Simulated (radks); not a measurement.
Cs I, 55 electrons, occupied as [Xe] 6s1. All-electron calculation, Dirac Kohn-Sham, Slater X-alpha with alpha = 0.858, spin-unpolarised, spherical densities, finite nucleus; Fermi nuclear charge, rms radius 4.8041 fm. Program: a radial shooting solver on a logarithmic mesh with Libxc functionals.

Normalised radial functions P(r) = r R(r) (large component), r in bohr:

r	4p3/2	4d5/2
0.004373	0.0164	0.0002
0.005132	0.0219	0.0003
0.005975	0.0288	0.0005
0.007011	0.0383	0.0008
0.008162	0.0500	0.0012
0.009579	0.0657	0.0019
0.01124	0.0858	0.0030
0.01309	0.1097	0.0046
0.01536	0.1408	0.0071
0.01788	0.1765	0.0106
0.02098	0.2210	0.0162
0.02462	0.2721	0.0244
0.02866	0.3256	0.0358
0.03363	0.3843	0.0529
0.03916	0.4378	0.0756
0.04595	0.4844	0.1083
0.05392	0.5110	0.1523
0.06277	0.5065	0.2063
0.07367	0.4579	0.2768
0.08576	0.3599	0.3561
0.1006	0.1975	0.4485
0.1181	-0.0199	0.5418
0.1375	-0.2578	0.6186
0.1613	-0.5039	0.6690
0.1893	-0.6925	0.6661
0.2204	-0.7649	0.5943
0.2587	-0.6831	0.4318
0.3011	-0.4397	0.1937
0.3534	-0.0349	-0.1275
0.4147	0.4488	-0.4827
0.4828	0.8845	-0.8016
0.5665	1.2155	-1.0615
0.6595	1.3450	-1.1951
0.774	1.2776	-1.1989
0.9083	1.0527	-1.0773
1.057	0.7721	-0.8839
1.241	0.4873	-0.6490
1.445	0.2754	-0.4387
1.695	0.1298	-0.2602
1.989	0.0515	-0.1364
2.316	0.0179	-0.0650
2.718	0.0047	-0.0256
3.164	0.0011	-0.0090
3.713	0.0002	-0.0024
4.357	0.0000	-0.0005
5.072	0.0000	-0.0001
5.952	0.0000	0.0000
6.929	0.0000	0.0000
8.132	0.0000	0.0000
9.543	0.0000	0.0000
11.11	0.0000	0.0000
13.04	0.0000	0.0000
15.18	0.0000	0.0000
17.81	0.0000	0.0000

4p3/2: eigenvalue -161.73 eV, 2 radial nodes at r = 0.117, 0.358 bohr, <r> = 0.742 bohr, 90 % of the charge inside 1.08 bohr. 4d5/2: eigenvalue -77.878 eV, 1 radial node at r = 0.333 bohr, <r> = 0.830 bohr, 90 % of the charge inside 1.25 bohr.
